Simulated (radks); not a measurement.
Values are calculated unless marked as measured or tabulated.
Task: The mean radii <r> (bohr) of the occupied orbitals of an atom or ion are listed with their occupations. Level of theory: Dirac Kohn-Sham, AM05, spin-unpolarised, spherical densities, point nucleus (a radial shooting solver on a logarithmic mesh with Libxc functionals).

| orbital | occ. | <r> |
|---|---|---|
| 1s1/2 | 2 | 0.02908 |
| 2s1/2 | 2 | 0.1252 |
| 2p1/2 | 2 | 0.1059 |
| 2p3/2 | 4 | 0.1112 |
| 3s1/2 | 2 | 0.3394 |
| 3p1/2 | 2 | 0.3301 |
| 3p3/2 | 4 | 0.3413 |
| 3d3/2 | 4 | 0.3125 |
| 3d5/2 | 6 | 0.3160 |
| 4s1/2 | 2 | 0.8110 |
| 4p1/2 | 2 | 0.8532 |
| 4p3/2 | 4 | 0.8812 |
| 4d3/2 | 4 | 1.031 |
| 4d5/2 | 4 | 1.043 |
| 5s1/2 | 2 | 2.071 |
| 5p1/2 | 2 | 2.407 |
| 6p1/2 | 2 | 6.922 |

Name the element and its charge. Open shells, if any, fill j = l - 1/2 first.

Result: Z = 50, tin, charge 0: Sn in [Kr] 4d8 5s2 5p2 6p2. The 1s radius gives Z: for a bare nucleus <r> = (2 gamma + 1)/(2Z) with gamma = sqrt(1 - (Z/c)^2), 0.02862 bohr for Z = 50, and screening makes it slightly larger (0.02908 here). The occupations add up to 50, and the charge is Z minus that.
